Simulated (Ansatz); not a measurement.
`CNBB(O)S` + CH₃NH₂ → `CB(O)S` + `CNBN`  (formal exchange of groups at a B–B bond)

Calculated with Ansatz (gas phase, PBE0-D4/def2-TZVP geometries, no zero-point term in ΔE). CBS: MP2 limit from def2 TZ/QZ plus the TZ coupled-cluster correction, frozen cores. DFT in def2-TZVPP. One conformer a species, not always the lowest.

CCSD(T)/CBS gives -190.5 kJ/mol.

Question: Another level gave -200.6 kJ/mol. Which?
A. PBE-QIDH/def2-TZVPP
B. PBE-D4/def2-TZVPP
C. CCSD/def2-TZVPP
D. r2SCAN0/def2-TZVPP

Answer: D. r2SCAN0 -200.6, CCSD/def2-TZVPP -190.9, PBE-D4 -182.9, PBE-QIDH -196.3 kJ/mol.

Largest T1 diagnostic among the species: 0.014.

From r2SCAN to r2SCAN0 (25 % exact exchange), in def2-TZVPP and without D4, ΔE moves by −3.7 kJ/mol. In def2-TZVPP, CCSD(T) changes the Hartree–Fock value by +14.1 kJ/mol (the triples alone add +2.6 kJ/mol) and MP2 by +4.9 kJ/mol. At CCSD(T), def2-SVP lies +4.3 kJ/mol from the extrapolated value and def2-TZVPP +2.2 kJ/mol.
